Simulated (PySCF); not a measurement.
## Two-component Hartree-Fock for Pm⁴⁺ (promethium, charge +4)

Start: [Xe] 4f3; 4f5/2 filled at m_j = +1/2, +3/2, +5/2. Calculated with PySCF 2.14 in x2c-TZVPall-2c: generalised Hartree-Fock with the X2C-1e Hamiltonian and a Gaussian nucleus; one run each with spin-orbit coupling (SO) switched off, then screened by Boettger's factors.

```
spinor shell  electrons  ε, spin-free (eV)  ε, screened SO (eV)  weight of nominal j (screened SO)  rms radius, screened SO (bohr)
       1s1/2          2           -45459.4             -45452.1                              1.000                          0.0264
       2s1/2          2            -7551.3              -7549.1                              1.000                           0.107
       2p1/2          2            -6742.9              -7136.1                              1.000                          0.0918
       2p3/2          4            -6742.9              -6571.9                              1.000                          0.0980
       3s1/2          2            -1738.7              -1737.9                              1.000                           0.277
       3p1/2          2            -1479.3              -1560.3                              1.000                           0.269
       3p3/2          4            -1479.3              -1443.5                              1.000                           0.282
       3d3/2          4            -1123.1              -1138.2                              0.998                           0.254
       3d5/2          6            -1123.1              -1112.1                              0.999                           0.257
       4s1/2          2            -409.85              -409.58                              1.000                           0.627
       4p1/2          2            -321.47              -340.68                              0.988                           0.646
       4p3/2          4            -321.47              -312.80                              0.994                           0.673
       4d3/2          4            -192.90              -199.06                              0.840                           0.728
       4d5/2          6            -192.90              -188.55                              0.893                           0.736
       5s1/2          2            -96.153              -96.104                              1.000                            1.47
       5p1/2          2            -70.106              -73.383                              0.972                            1.60
       5p3/2          4            -70.106              -68.629                              0.986                            1.68
       4f5/2          3            -64.781              -64.843                              0.812                           0.932
```

```tsv
quantity	spin-free	screened SO
E (hartree)	-10011.03238	-10016.40465
M_J	9/2	9/2
⟨J²⟩	27.753	26.711
⟨L²⟩	42.002	41.647
⟨S²⟩	3.751	3.700
```

The determinant has a definite M_J but mixes levels of different J.

Each row is a mean over spinors that exchange with the open shell spreads, by up to 11.444 eV (4d3/2).

Rows whose weight is well below 1 are mixtures of j = l ± 1/2: exchange outweighs spin-orbit coupling there, and the label is only the starting occupation.

Breit and QED terms are absent; they matter most for the inner s and p1/2 levels.

Densities and radii are taken from the X2C orbitals without a picture-change correction, which distorts them close to the nucleus.

Without spin-orbit coupling the j labels of p, d and f shells carry no meaning; the spin-free column gives the mean over the occupied spinors of each nl shell, and its ⟨J²⟩ belongs to a mixture of degenerate components.
